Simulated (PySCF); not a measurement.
## Interval between two levels of Co by level of theory

Co [Ar] 3d7 4s2 [4F9/2, M_J = 9/2] → Co [Ar] 3d6 4s2 4p1 [6F11/2, M_J = 11/2], as a difference of total energies. Calculation: PySCF 2.14, in x2c-TZVPall-2c with one added diffuse shell each of s, p, d type (7s8p5d1f, 63 functions); the two-component X2C-1e Hamiltonian. Correlated levels: [Ne] frozen; the 6 highest virtual spinors dropped. "Screened" scales the spin-orbit matrix elements by Boettger's factors to mimic the two-electron term; Breit and QED terms are absent.

```tsv
method	interval between two levels (cm⁻¹)
GHF (spin-free)	42902
GMP2 (spin-free)	55545
GHF (screened spin-orbit)	43291
GMP2 (screened spin-orbit)	55957
```

The labels give the starting determinants; with spin-orbit coupling the two ends relaxed to ⟨J²⟩ = 24.76, ⟨L²⟩ = 12.02, ⟨S²⟩ = 3.76 and ⟨J²⟩ = 35.92, ⟨L²⟩ = 12.17, ⟨S²⟩ = 8.75.
